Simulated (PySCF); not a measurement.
## TiHCl: from structure and modes to constants

These are results of UPBE0/[Ti def2-TZVP, H def2-TZVP, Cl def2-TZVP], no relativity, density fitting, PySCF, not measurements.

The triplet minimum has Cs symmetry. Masses (u): Ti 47.94795, H 1.00782, Cl 34.96885.

```xyz
3
charge 0 multiplicity 3, angstrom
Ti   -0.3186   -0.0145   -0.8596
H     0.5700    0.0260   -2.3738
Cl    0.4207    0.0192    1.2474
```

Harmonic wavenumbers (cm⁻¹): 315.1 (×1), 428.8 (×1), 1618.6 (×1).

Task: Find the principal moments of inertia and the rotational constants. What kind of rotor is it?

Result: About the centre of mass I = 1.7162, 105.2, 106.92 u Å². With B = 16.8576/I this gives 9.822, 0.1602, 0.1577 cm⁻¹. The molecule is an asymmetric top with κ = -1.00.

Task: Find the vibrational entropy and heat capacity at 298.15 K.

Result: With u = 1.43878 ω/T, each mode gives S = R[u/(eᵘ−1) − ln(1−e⁻ᵘ)] and C = R u² eᵘ/(eᵘ−1)².
| ω (cm⁻¹) | u | S (J/(mol K)) | C (J/(mol K)) |
| --- | --- | --- | --- |
| 315.1 | 1.521 | 5.59 | 6.88 |
| 428.8 | 2.069 | 3.61 | 5.89 |
| 1618.6 | 7.811 | 0.03 | 0.21 |
The sums over all modes are S = 9.2 and C = 13.0 J/(mol K); the softest mode gives 61 % of the entropy.

The spin densities have lower symmetry than the nuclear frame, so modes carry no symmetry labels. This need not be the most stable arrangement of these atoms. Open d and f shells are described by one determinant, and the ground state may have another occupation or spin.
